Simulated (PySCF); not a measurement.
CH₄OSTe, SMILES CS[Te]O. Atoms are numbered in the order given.

```xyz
8

Te     0.4182     0.2101     0.5983
O      1.3449     1.4381    -0.6826
H      0.7169     2.1381    -0.9035
S     -0.7183    -1.2936    -0.8521
C     -2.3050    -0.4775    -1.2056
H     -2.8462    -0.2350    -0.2815
H     -2.8948    -1.1997    -1.7902
H     -2.1579     0.4291    -1.8075
```
Charge 0, spin multiplicity 1.

Geometry optimised at PBE0-D3(BJ)/def2-SVP. The def2 effective core potentials stand for the cores of Te; spin–orbit coupling is left out. Other conformers were not sampled.

Computed with TDDFT-PBE/def2-SVPD in PySCF.

Vertical excitations. The molecule is in vacuum.

```csv
state,energy (eV),λ (nm),f,main pairs
S1,3.19,389,0.002,HOMO→LUMO 94 %
S2,3.43,361,0.002,HOMO→LUMO+1 93 %
S3,4.08,304,0.022,HOMO−1→LUMO 87 %
S4,4.21,294,0.004,HOMO−1→LUMO+1 96 %
S5,4.79,259,0.008,HOMO−2→LUMO 98 %
S6,5.03,247,0.049,HOMO→LUMO+2 91 %
S7,5.16,240,0.013,"HOMO→LUMO+3 80 %, HOMO−2→LUMO+1 17 %"
S8,5.63,220,0.182,"HOMO−2→LUMO+1 52 %, HOMO→LUMO+3 12 %, HOMO−3→LUMO+1 10 %"
S9,5.76,215,0.017,HOMO→LUMO+4 97 %
S10,5.86,212,0.007,HOMO−1→LUMO+2 87 %
T1,2.52,493,0,HOMO→LUMO 100 %
T2,2.83,438,0,HOMO→LUMO+1 100 %
T3,3.49,355,0,HOMO−1→LUMO 99 %
T4,3.71,334,0,HOMO−1→LUMO+1 98 %
```
Triplets are in the Tamm–Dancoff approximation, which puts them higher than full response would, so one can lie above its singlet here.
